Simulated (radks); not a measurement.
The numbers below are computed, except where a source is named.
Question: Ge19+, 13 electrons, occupied as [Ne] 3s2 3p1 (the NIST ground configuration). Level of theory: scalar-relativistic Kohn-Sham, LDA (Slater exchange, VWN5 correlation), spin-polarised, spherical densities, finite nucleus; open shells are filled with parallel spins first; Fermi nuclear charge, rms radius 4.0742 fm (a radial shooting solver on a logarithmic mesh with Libxc functionals). Some entries of the table are withheld. Estimate them.

orbital,occ.,eigenvalue (hartree),r(max) (bohr)
1s up,1,-430.5343,0.03077
1s down,1,-430.4886,0.03077
2s up,1,(1),(2)
2s down,1,(3),(4)
2p up,3,-71.63131,0.1402
2p down,3,-71.57676,0.1402
3s up,1,-28.52705,0.4909
3s down,1,-28.34781,0.4909
3p up,1,-26.62275,0.4761
3p down,0,-26.44402,0.4760

Answer: 
(1) 2s up eigenvalue (hartree): -77.68891
(2) 2s up r(max) (bohr): 0.1753
(3) 2s down eigenvalue (hartree): -77.64237
(4) 2s down r(max) (bohr): 0.1753
